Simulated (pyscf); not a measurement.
**H₂N–NH–GeH₃, singlet**

Gas-phase minimum from PySCF at ωB97X-D3(BJ)/def2-SVP, one conformer. H₂N–NH–GeH₃ lies 44.8 kcal/mol over its isomer H₂N–GeH₂–NH₂, and others may lie lower still (electronic energy, ωB97M-D3(BJ)). 

SMILES: N[NH][GeH3]
```xyz
9

N     -0.4726     0.6331    -2.6898
N     -0.6589     0.2167    -1.3568
Ge    -0.8315     1.4564    -0.0161
H      0.4999     0.9032    -2.8310
H     -1.0589     1.4358    -2.9294
H     -1.2287    -0.6220    -1.3122
H     -1.2049     0.7049     1.2703
H     -1.9137     2.5090    -0.3580
H      0.5112     2.1913     0.1383
```

Bonds (Å): N1–N2 1.409, N1–H4 1.019, N1–H5 1.022, N2–Ge3 1.834, N2–H6 1.015, Ge3–H7 1.536, Ge3–H8 1.548, Ge3–H9 1.538. Bond angles (°): N2–N1–H4 109.6, N2–N1–H5 112.2, H4–N1–H5 107.9, N1–N2–Ge3 120.3, N1–N2–H6 111.1, Ge3–N2–H6 118.3, N2–Ge3–H7 107.7, N2–Ge3–H8 111.3, N2–Ge3–H9 108.3, H7–Ge3–H8 110.3, H7–Ge3–H9 111.2, H8–Ge3–H9 107.9.

Properties at ωB97X-D3(BJ)/def2-SVP:

```yaml
harmonic_wavenumbers_unscaled: 140, 209, 294, 499, 593, 654, 747, 873, 878, 891, 933, 1206, 1311, 1421, 1676, 2131, 2182, 2196, 3489, 3590, 3626 cm⁻¹
zero_point_energy: 42.2 kcal/mol
rotational_symmetry_number: 1
Entropy of this conformer at 298 K and 1 atm, rigid rotor and harmonic oscillator, modes under 100 cm⁻¹ raised to 100: 304.8 J/(mol K)
dipole_moment: 0.88 D
```

Single-point totals, which compare only within one level (frozen core for MP2 and CC):

| level | total energy (hartree) |
|---|---|
| ωB97X-D3(BJ)/def2-TZVP | -2190.11474 |
| PBE/def2-TZVP | -2189.65948 |
| r²SCAN/def2-TZVP | -2190.03969 |
| B3LYP-D3(BJ)/def2-TZVP | -2190.17710 |
| PBE0-D3(BJ)/def2-TZVP | -2189.72686 |
| M06-2X/def2-TZVP | -2190.06230 |
| ωB97M-D3(BJ)/def2-TZVP | -2190.16147 |
| HF/def2-TZVPP | -2187.75794 |
| MP2/def2-TZVPP | -2188.45368 |
| CCSD/def2-TZVPP | -2188.47961 |
| CCSD(T)/def2-TZVPP | -2188.50603 |

Soft torsions are taken as harmonic, which can shift the entropy by several J/(mol K). The CCSD(T) − MP2 part came from Ansatz, without density fitting, on the same reference. The frozen core leaves the outer d or s,p core shells of the metals and heavy elements correlated in the MP2 and CC values, and def2-TZVPP describes them poorly, so these totals are far from the basis limit. Elements up to Kr have no core potential and no relativistic terms here.
